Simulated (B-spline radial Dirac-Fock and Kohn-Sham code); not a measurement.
**Re⁺ 3p3/2: cross section and angular parameters**

System: the Re⁺ ion, configuration [Xe] 4f14 5d5 6s1; threshold 2368.3 eV (orbital energy of the model). Calculated with a radial B-spline solver, using Dirac-Hartree-Slater photoionisation with a Latter tail; cross sections with all multipoles, angular parameters from the dipole term and its interference with E2.

For linearly polarised light dσ/dΩ = σ/(4π) [1 + β P₂(cos θ) + (δ + γ cos²θ) sin θ cos φ], with θ from the polarisation vector and φ the angle between the beam and the projection of the electron momentum on the plane normal to the polarisation.

| hν (eV) | σ (kb) | β | γ | δ |
| --- | --- | --- | --- | --- |
| 2580 | 115 | 0.807 | 0.289 | 0.163 |
| 2940 | 93.8 | 1.216 | 0.332 | 0.060 |
| 2984.4 | ? | ? | ? | ? |
| 5190 | 32.8 | 1.645 | -0.046 | 0.012 |
| 6000 | 24.3 | 1.673 | 0.021 | 0.015 |
| 7050 | 17.1 | 1.688 | 0.155 | 0.019 |
| 7910 | 13.2 | 1.690 | 0.283 | 0.022 |
| 12000 | 4.84 | 1.654 | 0.904 | 0.036 |
| 12800 | 4.12 | 1.644 | 1.015 | 0.039 |
| 13200 | 3.81 | 1.638 | 1.069 | 0.040 |

**Question.** Give the values at Ag Lα (2984.4 eV).

**Answer.** σ = 91.5 kb, β = 1.244, γ = 0.315, δ = 0.054.
